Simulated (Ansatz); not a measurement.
This geometry of BFH7NSi (11 atoms, charge 0, multiplicity 1) is a first-order saddle point.

The calculation used RKS PBE-D4/6-31G* in Ansatz 0.2.0.

```xyz
11
Properties=species:S:1:pos:R:3
B 0.133 -0.598 -0.051
F -0.648 0.688 0.966
H 1.264 -0.200 -0.167
H -0.594 -0.692 -1.006
N -0.109 -1.583 1.079
H -0.898 -2.220 0.928
Si 1.248 -2.256 2.006
H 2.076 -3.220 1.207
H 2.099 -1.110 2.449
H 0.697 -2.983 3.197
H -0.634 -0.218 1.501
```

(1) Which two structures does it join? (They come from a converged band through this point; their orientation in space is the band's.)

(2) How far does it lie above each of them?

Answers

(1) Bonds broken: B1–F2, N5–H11. Bonds formed: F2–H11. BFH7NSi becomes BH6NSi + FH.

Image 0:

```xyz
11
Properties=species:S:1:pos:R:3
B 0.151 -0.314 0.062
F 0.199 0.788 0.927
H 1.247 -0.673 -0.371
H -0.750 -0.286 -0.766
N -0.293 -1.586 1.101
H -0.669 -2.363 0.542
Si 1.185 -2.076 2.055
H 1.952 -2.993 1.164
H 1.927 -0.841 2.415
H 0.746 -2.811 3.288
H -1.062 -1.236 1.689
```

Image 10:

```xyz
11
Properties=species:S:1:pos:R:3
B 0.197 -0.772 -0.373
F -0.566 0.417 2.403
H 1.172 -0.067 -0.343
H -0.635 -0.695 -1.242
N 0.011 -1.715 0.677
H -0.790 -2.349 0.590
Si 1.234 -2.139 1.916
H 1.916 -3.417 1.524
H 2.212 -1.018 1.970
H 0.552 -2.354 3.229
H -0.671 -0.282 1.758
```

(2) 112.7 kJ/mol above the first and 18.1 kJ/mol above the second. This is the barrier of this one path; another mechanism may lie lower. The orbitals stay closed-shell, which can raise the energy where a bond breaks towards radicals; this wasn't checked here.

The run took 7.6 min on 1 thread of Arm Neoverse V1, with other jobs on the host, peak memory 0.12 GiB.
